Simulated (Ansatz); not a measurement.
Reaction (hydrogenolysis of a C–F bond): `C=C(F)[SiH2]O` + H₂ → `C=C[SiH2]O` + H–F

Isolated molecules relaxed with PBE0-D4/def2-TZVP in Ansatz; ΔE leaves out vibrations. CCSD(T)/CBS is the MP2 limit (def2-TZVPP, def2-QZVPP) plus CCSD(T) − MP2 in def2-TZVPP, frozen cores. This one scheme is used for every species. DFT in def2-TZVPP. B3LYP here is the variant with VWN-RPA as its local correlation; programs differ in this. One conformer a species, not always the lowest.

```csv
level,ΔE (kcal/mol)
PBE0-D4,-21.7
B3LYP-D4,-20.3
PBE,-19.4
PBE0,-21.9
HF/def2-TZVPP,-24.4
MP2/def2-TZVPP,-25.0
HF/CBS(def2),-24.4
MP2/CBS(def2),-25.6
```

What does CCSD(T)/CBS give? (Estimate.)

The calculation gave: -24.3 kcal/mol. The listed levels differ from it by 2.6, 4.0, 4.9, 2.4, -0.1, -0.7, -0.1, -1.3 kcal/mol.

Largest T1 diagnostic among the species: 0.012.

From PBE to PBE0 (25 % exact exchange), in def2-TZVPP and without D4, ΔE moves by −2.6 kcal/mol.
